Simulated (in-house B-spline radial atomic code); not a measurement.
Configurations of the sulfur ion S³⁺, with energies counted from [Ne] 3s2 (3p1/2)1. Level of theory: Dirac-Hartree-Fock, average of each configuration as written, Fermi nucleus of rms radius 3.2611 fm; calculated with a B-spline radial code for spherical atoms. Energies include first-order Breit, QED and recoil terms.

Occupations are held fixed; configurations that lie above the ionisation limit could autoionise.

```csv
configuration,E - E(ref) (eV),highest orbital,its <r> (bohr)
[Ne] 3s2 (3p3/2)1,0.12064,3p3/2,1.675
[Ne] 3s2 (4d3/2)1,31.231,4d3/2,4.576
[Ne] 3s2 (7g9/2)1,42.097,7g9/2,15.86
[He] 2s2 (2p1/2)1 (2p3/2)4 3s2 (3p3/2)1 5s1,204.45,5s1/2,5.937
[He] 2s2 (2p1/2)1 (2p3/2)4 3s2 (3p3/2)1 (7g7/2)1,213.89,7g7/2,15.85
```

Problem. Order these further configurations by energy, lowest first.
A. [Ne] 3s1 (3p1/2)1 (6g9/2)1
B. [Ne] 3s1 (3p1/2)1 (7f7/2)1
C. [Ne] 3s2 (5g7/2)1
D. [He] 2s2 (2p1/2)1 (2p3/2)4 3s2 (3p3/2)2
E. [Ne] 3s2 (7f7/2)1

Solution. C (37.831 eV), E (42.057 eV), A (51.216 eV), B (52.779 eV), D (167.94 eV).

Problem. How far above the reference does [Ne] 3s2 4s1 lie?

Solution. 22.249 eV; its least bound orbital is 4s1/2 with <r> = 3.436 bohr.
